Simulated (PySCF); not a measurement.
Species: methylthioborine, CH3BS.
SMILES with atom numbers: `[CH3:1][B:2]=[S:3]` (hydrogens: H4, H5, H6 on C1)

Computed, not measured: PBE0-D3(BJ)/def2-SVP geometry optimisation, gas phase (PySCF 2.14.0).

Task: Give the optimised bond lengths and angles.

Result: 
| bond | length (bohr) |
| --- | --- |
| C1–B2 | 2.891 |
| B2=S3 | 3.052 |
| C1–H4, C1–H5, C1–H6 | 2.081 |

Bonds in one row agree within 0.02 bohr and their mean is given. A selection of angles:
| angle | degrees |
| --- | --- |
| B2–C1–H4 | 110.6 |
| H4–C1–H5 | 108.3 |
| C1–B2–S3 | 179.9 |

Point group: C3v (tolerance 0.08 Å). Not checked by PBE0-D3(BJ)/def2-SVP frequencies.


CH₆Ge.
Atom-mapped SMILES: `[CH3:1][GeH3:2]` (hydrogens: H3, H4, H5 on C1; H6, H7, H8 on Ge2)

Method: PySCF 2.14.0, PBE0-D3(BJ)/def2-SVP geometry optimisation, gas phase.

Q: What internal coordinates does the optimisation give?

A: 
| bond | length (Å) |
| --- | --- |
| C1–Ge2 | 1.953 |
| C1–H3, C1–H4, C1–H5 | 1.099 |
| Ge2–H6, Ge2–H7, Ge2–H8 | 1.542 |

Bonds in one row agree within 0.01 Å and their mean is given. A selection of angles:
| angle | degrees |
| --- | --- |
| Ge2–C1–H3 | 110.4 |
| H3–C1–H4 | 108.5 |
| C1–Ge2–H6 | 110.4 |
| H6–Ge2–H7 | 108.5 |
| H7–Ge2–H8 | 108.5 |

Ge2 (germanium bonded to C and 3 H) is tetrahedral (angles from 108.5° to 110.5°).

Point group: C3v (tolerance 0.08 Å). No frequency check.
